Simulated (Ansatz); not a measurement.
`[CH3][GaH][NH2]` + CH₃OH → `C[O][GaH][CH3]` + NH₃ at 400 K and 1 bar (ligand exchange at a Ga–N bond).

Gas-phase electronic energies from Ansatz, PBE0-D4/def2-TZVP geometries. CCSD(T)/CBS is the MP2 limit (def2-TZVPP, def2-QZVPP) plus CCSD(T) − MP2 in def2-TZVPP, frozen cores. This one scheme is used for every species. For Ga outer-core shells are correlated without core-valence functions, which leaves a few kJ/mol of doubt a bond. Scalar relativity is left out up to krypton. Each species was taken in one conformer, which may not be the lowest.

| species | CCSD(T)/CBS energy (Eh) | H − E (kJ/mol) | S (J/(mol·K)) |
| --- | --- | --- | --- |
| `[CH3][GaH][NH2]` | -2020.32995 | 206.9 | 350.0 |
| CH₃OH | -115.61712 | 151.2 | 252.6 |
| `C[O][GaH][CH3]` | -2079.44369 | 254.0 | 388.5 |
| NH₃ | -56.50880 | 104.2 | 203.1 |

H − E and S are ideal-gas, rigid-rotor, harmonic terms from PBE0-D4/def2-TZVP, for one conformer and one mirror image of each species. 1 Eh = 2625.50 kJ/mol, R = 8.31446 J/(mol·K).

**Question.** By hand: ΔE, ΔH, ΔS and ΔG.

**Answer.** ΔE = (-2079.44369) + (-56.50880) − (-2020.32995) − (-115.61712) = -0.00542 Eh = -14.2 kJ/mol. Δ(H − E) = 254.0 + 104.2 − 206.9 − 151.2 = 0.1, so ΔH = -14.1 kJ/mol. ΔS = 388.5 + 203.1 − 350.0 − 252.6 = -11.0 J/(mol·K). ΔG = -14.1 − 400 × (-11.0)/1000 = -9.7 kJ/mol.

**Question.** By hand: the equilibrium constant, and the temperature at which ΔG would vanish if ΔH and ΔS stayed fixed.

**Answer.** log₁₀ K = −ΔG/(RT ln 10) = 1.3. ΔG = 0 at ΔH/ΔS = 1282 K, though so small a ΔS makes that figure unsure.

The number of gas molecules stays the same, so ΔS is small and ΔH decides. A doubt of 5 kJ/mol in ΔE shifts log₁₀ K by 0.7 here. Other conformers and mirror images would add mixing entropy, several J/(mol·K) or more a flexible species. Modes under 60 cm⁻¹, often nearly free rotors, make the harmonic entropy too high. These are equilibria of isolated gas molecules and say nothing of rates. Largest T1 diagnostic: 0.014 (customary marks: 0.02 for closed shells, 0.045 for open ones).
